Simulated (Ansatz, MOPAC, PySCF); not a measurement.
Dimer: HF (SMILES F) (first 2 atoms) with C4H6 (SMILES C=CC=C); geometry from B3LYP-D3(BJ)/def2-TZVP, rigid monomers moved along the line of their centres of mass till H2···C3 is 3.71 Å.
(charge 0, multiplicity 1):
| atom | x (Å) | y (Å) | z (Å) |
|---|---|---|---|
| F | 0.5360 | 0.0197 | 0.2479 |
| H | 0.6546 | 0.2495 | 1.1478 |
| C | 0.7938 | 1.2602 | 4.7128 |
| C | 0.3464 | 0.0683 | 5.1264 |
| C | -1.0461 | -0.2336 | 5.4070 |
| C | -1.4739 | -1.4278 | 5.8166 |
| H | 0.1196 | 2.0971 | 4.5719 |
| H | 1.8447 | 1.4387 | 4.5296 |
| H | 1.0534 | -0.7444 | 5.2687 |
| H | -1.7568 | 0.5752 | 5.2661 |
| H | -2.5193 | -1.6181 | 6.0173 |
| H | -0.7871 | -2.2536 | 5.9608 |

Counterpoise-corrected where a basis set is named; no monomer relaxation. Rows marked so take none.

Frozen-core correlation. Rows in 6-311+G**, 6-31G*, STO-3G carry no dispersion term and start afresh at each structure (6-31G* with six Cartesian d functions). MP2/6-31G* freezes PySCF's default core. The state that AM1, PM3, PM7 reach isn't checked; PM7 holds dispersion and hydrogen-bond terms.

Run with Ansatz (Gaussian basis) for Hartree–Fock, density functionals and correlated methods; MOPAC for AM1, PM3, PM7 (differences of heats of formation); PySCF for 6-311+G** rows, 6-31G* rows, STO-3G rows, the dispersion terms. Values without a source in brackets are computed.

Other levels give for the interaction energy: PBE/def2-TZVPPD -0.97; B3LYP/def2-TZVPPD -0.83; B3LYP-D3(BJ)/def2-TZVPPD -1.08; wB97M-V/def2-TZVPPD -1.06; CCSD(T)/aug-cc-pVDZ -0.99 kcal/mol.

Common cheap choices:

| level | interaction energy (kcal/mol) |
|---|---|
| AM1 | -0.24 |
| PM3 | -0.23 |
| PM7 | -0.59 |
| HF/STO-3G (no counterpoise) | -0.23 |
| B3LYP/6-31G* | -0.80 |
| B3LYP/6-31G* (no counterpoise) | -0.99 |
| B3LYP/6-311+G** (no counterpoise) | -0.99 |
| MP2/6-31G* | -0.89 |

Ansatz is an electronic-structure program.
